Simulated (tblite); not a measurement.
Species: C4H7BN2O2S.
Cartesian coordinates in Å at the GFN2-xTB level; atoms count from 1:
```
atom  x, y, z in Å
C1    -1.9794   -2.0827   -0.5135
O2    -0.6494   -1.6324   -0.3505
B3    -0.3425   -0.3395   -0.1676
O4    -1.3187    0.5971   -0.1212
C5    -1.0824    1.9715    0.0699
C6     1.2024    0.0129    0.0006
N7     1.9234   -0.3992    1.0747
C8     3.1375    0.0165    0.9784
S9     3.4002    0.9331   -0.4639
N10    1.8388    0.7315   -0.8915
H11   -2.2460   -2.0591   -1.5726
H12   -2.0237   -3.1094   -0.1489
H13   -2.6774   -1.4551    0.0421
H14   -2.0165    2.4189    0.4124
H15   -0.7789    2.4339   -0.8722
H16   -0.3008    2.1435    0.8140
H17    3.9065   -0.1694    1.6999
```

Level: GFN2-xTB in tblite, geometry and Hessian alike; calculated harmonic values, unscaled, isolated species. Against measured fundamentals such values can be off by several per cent, at times by over 20. One conformer, not necessarily the lowest. The optimisation stopped once no atom felt more than 0.01 eV/Å.

Lowest wavenumbers of the output (negative numbers stand for imaginary wavenumbers):
```
mode    cm-1
  1     -40.0
  2     -18.3
  3      18.3
  4      75.5
  5      91.8
  6     152.4
  7     174.6
  8     223.3
```

Problem. Is this structure a minimum?

Solution. Not by this Hessian. 1 mode is imaginary beyond 20i (40i cm⁻¹), and 1 more slightly so (18.3i). The curvature is small, so loose convergence or finite differences may be the whole cause.

Problem. Which atoms move in the imaginary modes?

Solution. 40i: H15 (methyl hydrogen) 38 %, H16 (methyl hydrogen) 27 %, H14 (methyl hydrogen) 27 %; 18i: N7 (pyridine-type nitrogen) 24 %, N10 (pyridine-type nitrogen) 16 %, C8 (aromatic CH next to a ring nitrogen) 15 %, C5 (methoxy carbon) 12 %. These are shares of the mass-weighted motion.

Problem. What is the remedy?

Solution. Step along such a mode in both directions, optimise again with tighter thresholds and repeat the frequencies. The zero-point energy of this point (74.5 kcal/mol) counts the 43 real modes alone, and thermal corrections from it aren't those of a minimum.
